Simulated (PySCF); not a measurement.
## A survey of $^{29}$Si NMR shifts

PySCF 2.14 calculation with GFN2-xTB geometry and PBE0/pcSseg-1 with gauge-including orbitals; one conformer, non-relativistic, one averaged value for each set of equivalent atoms, no solvent.

Shieldings were converted by a linear fit to measured shifts: $^{29}$Si: δ = 279.94 − 0.822σ (rms 8.9 ppm, 72 shifts, 25.8 ppm with the 6 outliers that the fit left out vs TMS, solution or neat liquid). Occasional misses reach two or three times the rms, and more in compound classes unlike the fitted ones.

Give the $^{29}$Si shifts of `CS/C=C(/C)C[SiH2]Cl`, `C=CC[C@@H]1[SiH2]SCS[C@@H]1F`, `N#C[C@@]12CO[C@@H](C1)[SiH2][SiH2]2`, `C=C1C[C@](C#N)(O[SiH3])[SiH2]1`, `[SiH3]N([SiH3])C1C[SiH2]C1`.

## Answers


```csv
compound,environment,δ (ppm)
CS/C=C(/C)C[SiH2]Cl,"silicon bonded to C, Cl, 2 H",-21.3
C=CC[C@@H]1[SiH2]SCS[C@@H]1F,"silicon bonded to C, S, 2 H, in a 6-membered ring",-32.8
[N:1]#[C:2][C@@:3]12[CH2:4][O:5][C@@H:6]([CH2:7]1)[SiH2:8][SiH2:9]2,"Si9: silicon bonded to C, Si, 2 H, in a 5-membered ring",-49.8
[N:1]#[C:2][C@@:3]12[CH2:4][O:5][C@@H:6]([CH2:7]1)[SiH2:8][SiH2:9]2,"Si8: silicon bonded to C, Si, 2 H, in a 5-membered ring",-65.8
[CH2:1]=[C:2]1[CH2:3][C@:4]([C:5]#[N:6])([O:7][SiH3:8])[SiH2:9]1,"Si9: silicon bonded to 2 C, 2 H, in a 4-membered ring",-27.4
[CH2:1]=[C:2]1[CH2:3][C@:4]([C:5]#[N:6])([O:7][SiH3:8])[SiH2:9]1,"Si8: silicon bonded to O, 3 H",-41.4
[SiH3:1][N:2]([SiH3:3])[CH:4]1[CH2:5][SiH2:6][CH2:7]1,"Si1/3: silicon bonded to N, 3 H (×2)",-54.2
[SiH3:1][N:2]([SiH3:3])[CH:4]1[CH2:5][SiH2:6][CH2:7]1,"Si6: silicon bonded to 2 C, 2 H, in a 4-membered ring",-54.2
```
